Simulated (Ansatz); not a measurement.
The cluster Au4F3 (the lowest doublet isomer of a short search), 7 atoms. Hardware: 4 threads of Intel Xeon 6975P-C on a shared host.

In the def2 sets Au takes a core potential; there is no spin–orbit coupling. Correlated methods freeze 3 core orbitals; core or outer-core shells of Au are correlated, in sets that lack core-valence functions.

How many basis functions does each of these Ansatz runs have, and roughly what does it cost? PBE-D4/def2-SVP, charge 0 doublet, relaxation, 9 steps; PBE-D4/def2-TZVP, charge 0 doublet, energy and forces, from earlier orbitals; PBE-D4/def2-SVP, charge 0 doublet, energy with a search over starts; RPA@PBE/def2-TZVP, charge 0 doublet, energy, from earlier orbitals; PBE-D4/def2-SVP, charge 0 doublet, energy, from earlier orbitals; PBE0-D4/def2-TZVP, charge 0 doublet, energy, from earlier orbitals; B2PLYP/def2-TZVP, charge 0 doublet, energy, from earlier orbitals; MP2/def2-TZVP, charge 0 doublet, energy, from earlier orbitals; r2SCAN-D4/def2-TZVP, charge 0 doublet, energy, from earlier orbitals; PBE0-D4/def2-SVP, charge 0 doublet, energy, from earlier orbitals; HF/def2-TZVP, charge 0 doublet, energy, from earlier orbitals; r2SCAN0-D4/def2-TZVP, charge 0 doublet, energy, from earlier orbitals.

Other jobs shared the machine, so times can vary by a factor of up to 3. A dash marks memory too small to be measured apart from the calling script's.

```
                                                                         run  functions  fitting or Cholesky vectors  wall time  peak host memory (GiB)
            PBE-D4/def2-SVP, charge 0 doublet, energy, from earlier orbitals        170                         1724      2.6 s                       –
           PBE0-D4/def2-SVP, charge 0 doublet, energy, from earlier orbitals        170                         1682      4.3 s                    0.82
PBE-D4/def2-TZVP, charge 0 doublet, energy and forces, from earlier orbitals        253                         1900      4.4 s                       –
               HF/def2-TZVP, charge 0 doublet, energy, from earlier orbitals        253                         2119      6.5 s                     1.1
        r2SCAN-D4/def2-TZVP, charge 0 doublet, energy, from earlier orbitals        253                         1900        8 s                    0.65
         PBE-D4/def2-SVP, charge 0 doublet, energy with a search over starts        170                         1724      9.5 s                     0.6
          PBE0-D4/def2-TZVP, charge 0 doublet, energy, from earlier orbitals        253                         2112       11 s                     1.3
              MP2/def2-TZVP, charge 0 doublet, energy, from earlier orbitals        253                         2119       11 s                     1.1
           B2PLYP/def2-TZVP, charge 0 doublet, energy, from earlier orbitals        253                         2119       14 s                     1.2
       r2SCAN0-D4/def2-TZVP, charge 0 doublet, energy, from earlier orbitals        253                         2112       16 s                     1.4
          RPA@PBE/def2-TZVP, charge 0 doublet, energy, from earlier orbitals        253                         2119       17 s                     1.2
                      PBE-D4/def2-SVP, charge 0 doublet, relaxation, 9 steps        170                         1724       17 s                       –
```
